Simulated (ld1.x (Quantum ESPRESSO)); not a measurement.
**Which change was made? (Al, ultrasoft)**

```
Element                 : aluminium
Generator               : ld1.x (Quantum ESPRESSO) 7.5
Type                    : ultrasoft
Functional              : LDA (PZ)
Relativity              : non-relativistic
Frozen core             : [Ne]
Valence charge          : 3
Reference configuration : 3s2 3p1
Partial waves           : 3s (bound): rcut 1.50, rcutus 1.70 bohr; 3s channel at 0.25 Ry: rcut 1.50, rcutus 1.70 bohr; 3p (bound): rcut 1.35, rcutus 1.85 bohr; 3p channel at 0.2 Ry: rcut 1.35, rcutus 1.85 bohr
Local potential         : all-electron potential smoothed inside 1.60 bohr (lloc = -1)
Core correction         : none
Augmentation charge     : PSQ, inside the norm-conserving radii
```

Cutoffs, loose and tight: the cutoffs (Ry, on a coarse ladder) from which the occupation-weighted sum of valence levels, in a spherical-Bessel basis at the reference potential, stays within 10 and 1 mRy of its value at 400 Ry. They do not see the model core or the augmentation charge, which bear on the density cutoff. Test errors are all-electron minus pseudo excitation energies from the reference, over the configurations 3s2 3p0; 3s1 3p0; 3s2 3p0.5; 3s1 3p2; 3s2 3p1.3; 3s1 3p1; 3s0 3p3 (two spin-polarised tests are not counted in the largest error); variants that change the core or the reference have their own tests.

The base gives: outcome: generated; cutoff, loose: 10 Ry; cutoff, tight: 15 Ry; bound ghosts: none; largest test error (meV): +72.

Problem. After one change the result is: outcome: failed: chargeps: negative rho. Which change was it?
A. waves 3s (bound): rcut 1.50, rcutus 1.90 bohr; 3s channel at 0.25 Ry: rcut 1.50, rcutus 1.90 bohr
B. waves 3s (bound): rcut 1.50, rcutus 2.12 bohr; 3s channel at 0.25 Ry: rcut 1.50, rcutus 2.12 bohr
C. waves 3s (bound): rcut 1.50, rcutus 1.58 bohr; 3s channel at 0.25 Ry: rcut 1.50, rcutus 1.58 bohr

Solution. C. The others give: waves 3s (bound): rcut 1.50, rcutus 1.90 bohr; 3s channel at 0.25 Ry: rcut 1.50, rcutus 1.90 bohr → outcome: generated; cutoff, loose: 8 Ry; cutoff, tight: 12 Ry; bound ghosts: none; largest test error (meV): +73 | waves 3s (bound): rcut 1.50, rcutus 2.12 bohr; 3s channel at 0.25 Ry: rcut 1.50, rcutus 2.12 bohr → outcome: generated; cutoff, loose: 6 Ry; cutoff, tight: 8 Ry; bound ghosts: none; largest test error (meV): +73.
